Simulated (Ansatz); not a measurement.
In8P7Cl3, relaxed as a singlet with RKS r2SCAN-D4/def2-SVP in Ansatz, starting from the GFN1-xTB geometry. Force threshold 0.03 eV/Å.

In the def2 sets In takes a core potential; there is no spin–orbit coupling.

Start:

```xyz
18

P    -0.0977    2.2054    3.9282
P     0.2334    3.1838   -0.8018
P    -2.2776   -0.7445    0.7764
P     0.6321   -1.1578   -2.0588
P     2.4933    0.1172    1.1837
P    -1.8906   -4.1450   -1.9371
P     2.9165   -4.3884   -0.6051
In   -1.9126    1.0853    2.6089
In   -1.5865    1.4234   -0.5197
In   -1.9398   -1.6043   -1.8095
In    0.9583    2.3646    1.6257
In    1.6191    1.0465   -1.1958
In    0.2626   -1.0803    0.5496
In    3.0761   -1.8659   -0.4574
In    0.5826   -3.7813   -1.4909
Cl   -3.2171    2.8235    1.0346
Cl   -2.9102    0.8119   -2.6970
Cl    3.0583    3.7058    1.8660
```

```csv
step,energy (eV),largest force component (eV/Å),SCF passes
1,-143969.4626,1.725,45
2,-143970.2290,0.490,32
3,-143970.4322,0.305,31
4,-143970.5716,0.208,33
5,-143970.6703,0.255,30
6,-143970.7266,0.188,25
7,-143970.7910,0.197,30
8,-143970.8511,0.256,30
9,-143970.9019,0.191,31
10,-143970.9423,0.167,31
11,-143970.9574,0.257,31
14,-143971.0014,0.067,27
17,-143971.0160,0.040,25
20,-143971.0318,0.105,29
23,-143971.0444,0.059,24
26,-143971.0490,0.038,24
29,-143971.0516,0.127,23
32,-143971.0564,0.331,27
35,-143971.0986,0.147,27
38,-143971.1476,0.390,27
41,-143971.2212,0.263,27
44,-143971.2770,0.276,27
47,-143971.5642,0.444,28
50,-143972.2238,0.605,29
53,-143972.3770,0.087,24
55,-143972.3840,0.028,24
```

Force components are those of the run's own axes.

End:

Cartesian coordinates in Å:
```
P 0.456 3.956 2.741
P 0.098 1.415 -1.325
P -2.412 0.094 2.414
P -0.689 -3.325 0.508
P 2.205 -1.062 2.057
P -0.798 -2.197 -4.084
P 3.273 -1.718 -1.641
In -1.372 2.371 2.715
In -2.014 0.808 -0.048
In -1.343 -2.408 -1.705
In 0.737 3.068 0.484
In 2.119 0.200 -0.249
In -0.300 -1.199 2.018
In 1.794 -2.807 0.194
In 1.383 -1.898 -3.174
Cl -2.986 3.068 0.397
Cl -3.439 -0.841 -1.347
Cl 3.287 2.476 0.045
```

Bonds lost: P3–In10, P4–In12, P4–In15, P5–In11 (atoms count from 1). Bonds formed: P7–In12, In12–Cl18 (atoms count from 1). Metal–metal contacts that move far: In12–In13 3.07 to 3.60 Å.

No frequencies were taken in this run, so the end may be a saddle point.

Run time 5.4 min (2 threads of AMD EPYC 7R13 on a shared host and a share (18 GiB) of an NVIDIA H100 80GB HBM3).
